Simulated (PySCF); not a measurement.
Species: C2H5NSSi.
SMILES: `N#CCS[SiH3]`

Method: MP2 and CCSD/aug-cc-pVDZ in PySCF, restricted Hartree–Fock reference, frozen core, non-relativistic, gas phase, PBE0-D3(BJ)/def2-SVP geometry.

E(HF) = -819.58218 Eh.

(1) How large is the problem?

(2) What are the MP2 and CCSD correlation energies?

(3) What is the T1 diagnostic?

(4) How does correlation change the dipole moment?

Answers

(1) 168 basis functions and 54 electrons; 13 orbitals frozen, which leaves o = 14 correlated occupied and v = 141 virtual orbitals. That is o·v = 1974 singles and o·v(o·v + 1)/2 = 1949325 distinct closed-shell doubles amplitudes before symmetry; the costliest CCSD step grows as o²v⁴ = 7.7 × 10^10.

(2) MP2 -0.6829 Eh and CCSD -0.7315 Eh, which gives totals of -820.26506 and -820.31363 Eh. That is 0.711 eV for each correlated electron at CCSD (1920 kJ/mol in all, 0.089 % of the total energy); MP2 gives 93.4 % of the CCSD value.

(3) 0.0126, below the customary warning level of 0.02. It is the norm of the spatial-orbital singles amplitudes over the root of the number of correlated electrons, so the norm is 0.067.

(4) HF gives 3.26 D and CCSD (unrelaxed density) 2.96 D, a change of -0.30 D.

Connected triples and the basis-set limit are missing.

The job also held the EOM ionisation roots. On one thread, x86-64 server (shared host), this took 3.0 min wall.

The values belong to the conformer `[N:1]#[C:2][CH2:3][S:4][SiH3:5]`: C2–C3–S4–Si5 64°.
